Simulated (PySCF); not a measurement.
C4H10N2Si2.
Atom-mapped SMILES: `[SiH3:1][CH2:2][c:3]1[cH:4][n:5][cH:6][n:7]1[SiH3:8]` (hydrogens: H9, H10, H11 on Si1; H12, H13 on C2; H14 on C4; H15 on C6; H16, H17, H18 on Si8)

Structure used (PBE0-D3(BJ)/def2-SVP), in Å, numbered top down from 1:
```xyz
18
C4H10N2Si2 angstrom
Si     1.8108   -0.4481   -0.2389
C      0.5577   -0.2693   -1.6567
C     -0.2514    0.9768   -1.5429
C     -0.0058    2.2637   -1.9636
N     -1.0170    3.1043   -1.5822
C     -1.8627    2.3552   -0.9343
N     -1.4608    1.0378   -0.8619
Si    -2.3829   -0.2951   -0.1350
H      1.1021   -0.4260    1.0764
H      2.5566   -1.7393   -0.3653
H      2.7784    0.6870   -0.2920
H     -0.0798   -1.1691   -1.6993
H      1.1230   -0.2581   -2.6019
H      0.8558    2.6189   -2.5283
H     -2.7984    2.6920   -0.4859
H     -3.6022    0.3360    0.4358
H     -2.7413   -1.2931   -1.1822
H     -1.5756   -0.9596    0.9248
```

Level of theory: TDDFT CAM-B3LYP/def2-SVPD, vertical, gas phase, core orbitals frozen in the response in PySCF 2.14.0, density-fitted response routines.

Computed states:

| state | E (eV) | f |
| --- | --- | --- |
| S1 | 5.75 | 0.0074 |
| S2 | 6.00 | 0.248 |
| S3 | 6.36 | 0.0051 |
| S4 | 6.40 | 0.0064 |
| S5 | 6.52 | 0.0044 |
| S6 | 6.56 | 0.020 |
| S7 | 6.77 | 0.0020 |
| S8 | 6.95 | 0.0024 |
| S9 | 7.10 | 0.045 |
| S10 | 7.21 | 0.012 |

Broadening: Gaussians 0.5 eV wide at half height, area fixed by f = 4.319×10⁻⁹ ∫ε dν̃. The width is an assumption, not a result. The curve ends short of the highest state used, and states not computed would add to its high-energy end.

(1) Give the broadened spectrum and its maxima.

(2) Coming from long wavelengths, where does ε first pass 100 L mol⁻¹ cm⁻¹?

(3) On this curve, what absorbance would a 10⁻⁵ mol/L sample give at 193 nm over a 1 cm path?

## Answers

(1) 
λ (nm), ε (L mol⁻¹ cm⁻¹) and a bar:
```
    187.6       2141 #####
    189.3       2419 #####
    191.0       2826 ######
    192.8       3477 ########
    194.5       4384 ##########
    196.2       5626 ############
    198.0       7283 ################
    199.7       9048 ####################
    201.4      10804 ########################
    203.2      12384 ###########################
    204.9      13375 #############################
    206.6      13728 ##############################
    208.4      13362 #############################
    210.1      12392 ###########################
    211.8      10974 ########################
    213.6       9199 ####################
    215.3       7463 ################
    217.0       5824 #############
    218.8       4307 #########
    220.5       3130 #######
    222.2       2205 #####
    224.0       1476 ###
    225.7        984 ##
    227.4        641 #
    229.1        409 #
    230.9        249 #
    232.6        154 
    234.3         93 
    236.1         54 
    237.8         32 
    239.5         19 
    241.3         10 
    243.0          6 
    244.7          3 
    246.5          2 
    248.2          1
```

Maxima: 207 nm (6.00 eV), ε about 14000, made up of S2 (97%) (ε in L mol⁻¹ cm⁻¹; maxima over ε = 5, shares over 10%).

(2) At about 234 nm (5.30 eV), 0.45 eV below S1.

(3) 193 nm is 6.424 eV, where ε is about 3600 L mol⁻¹ cm⁻¹, so A = ε c l ≈ 0.036 (Beer–Lambert, with the gas-phase spectrum and the assumed width).

All these states lie below the vertical ionisation energy of 8.21 eV (ΔSCF).

One conformer stands for the species.
